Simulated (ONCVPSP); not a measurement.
technetium (Tc): one change to an ONCV potential, before and after

```json
{"Element": "technetium (Tc)", "Generator": "ONCVPSP 4.0.1", "Type": "optimised norm-conserving Vanderbilt (ONCV)", "Functional": "LDA (Perdew-Wang 92)", "Relativity": "scalar-relativistic", "Frozen core": "[Ar] 3d10", "Valence charge": "15", "Reference configuration": "4s2 4p6 4d5 5s2", "Partial waves": "4s+5s: rc 1.55 bohr, ncon 3, nbas 6, qcut 7.2 1/bohr, 2 projectors; 4p: rc 1.55 bohr, ncon 3, nbas 6, qcut 9.6 1/bohr, 2 projectors, debl 1.3 Ha; 4d: rc 2.25 bohr, ncon 3, nbas 7, qcut 7.7 1/bohr, 2 projectors, debl 0.6 Ha", "Local potential": "polynomial inside 1.15 bohr (lpopt 5, dvloc0 0 Ha)", "Core correction": "Teter function, fcfact 5.75, rcfact 1.1"}
```

In the p channel the program set the typed energies aside and used -1.668, 0.250 Ha.

All-electron outer shells of the reference configuration (LDA (PZ), scalar-relativistic, ld1.x):

| shell | level (eV) | outermost node (bohr) | outermost maximum (bohr) |
| --- | --- | --- | --- |
| 3d | -250.19 | – | 0.31 |
| 4s | -73.39 | 0.50 | 0.95 |
| 4p | -45.40 | 0.51 | 1.03 |
| 4d | -6.81 | 0.50 | 1.27 |
| 5s | -5.27 | 1.28 | 2.72 |

Change: fully relativistic. In the p channel the program set the typed energies aside and used -1.633, 0.250 Ha (j = l + 1/2; the other j can differ).

Cutoffs: the cutoffs (Ha) at which the residual kinetic energy of the hardest occupied pseudo-wave falls to 1 and 0.1 mHa per electron; they do not see the model core or the augmentation charge, which bear on the density cutoff. Errors are all-electron minus pseudo energies relative to the spin-unpolarised reference configuration.

**Question.** How do hardness, ghosts and transferability respond?

**Answer.** The potential gets neither clearly harder nor softer (29 Ha and 35 Ha → 29 Ha and 35 Ha); of the 4 tests that both files solve, the error grows in 2 and shrinks in 2 by more than 15 % and 0.3 meV (median size 1.6 → 1.4 meV); neither file shows a bound ghost.

```tsv
quantity	base	changed
cutoff, loose	29 Ha	29 Ha
cutoff, tight	35 Ha	35 Ha
loose cutoff by channel	s 20 Ha, p 29 Ha, d 18 Ha	s 20 Ha, p 29 Ha, d 18 Ha
bound ghosts	none	none
GHOST(+) flags under 300 eV	s at 177.9 eV	s at 177.8 eV
error for 4s2 4p6 4d5 5s1, meV [ΔE 8.42 eV]	-1.4	0.0
error for 4s2 4p6 4d5 5s0, meV [ΔE 23.62 eV]	-5.2	-1.6
error for 4s2 4p6 4d4 5s0, meV [ΔE 52.55 eV]	-1.9	+3.9
error for 4s2 4p6 4d5.5 5s1.5, meV [ΔE -0.60 eV]	+0.4	+1.3
s: phases at 1.57 bohr within 0.05 rad from the reference energy up to (Ha; the scan ends near 5)	to the end of the scan	to the end of the scan
rms error of d²Exc/dni dnj with the model core, mHa	1.30	5.28
```
